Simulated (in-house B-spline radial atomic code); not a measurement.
**Ionising Br VII (Br6+) with different functionals**

Computed with a radial B-spline atomic code at the basis-set limit: four-component Dirac-Coulomb Hamiltonian, Fermi nucleus of rms radius 4.1629 fm, spin-restricted, spherical fractional occupations for the functionals, and exact exchange of hybrids averaged over the configuration. The ionisation energy is the difference of two self-consistent energies, [Ar] 3d10 4s1 → [Ar] 3d10, without Breit or QED terms; ε is the level of the shell that loses the electron (mean over j).

| method | rung | ΔSCF (eV) | -ε(4s) (eV) |
| --- | --- | --- | --- |
| PBE0 | global hybrid | ? | ? |
| HSE06 | range-separated hybrid | ? | ? |
| CAM-B3LYP | range-separated hybrid | 104.08 | 99.76 |
| wB97X | range-separated hybrid | 101.88 | 100.24 |

**Question.** What does PBE0 give?

**Answer.** ΔSCF 103.40 eV, and -ε(4s) = 97.69 eV.

**Question.** What does HSE06 give?

**Answer.** ΔSCF 103.44 eV, and -ε(4s) = 97.33 eV.

**Question.** How do they compare with the NIST value?

**Answer.** NIST lists 103.0 eV ± 0.19 (semi-empirical, ground level to ground level). Errors run from -1.15 to +1.05 eV; PBE0 is closest (+0.37 eV), though others lie within the uncertainty of it, and part of that can be cancellation, since the calculations leave out Breit-QED terms, spin polarisation.
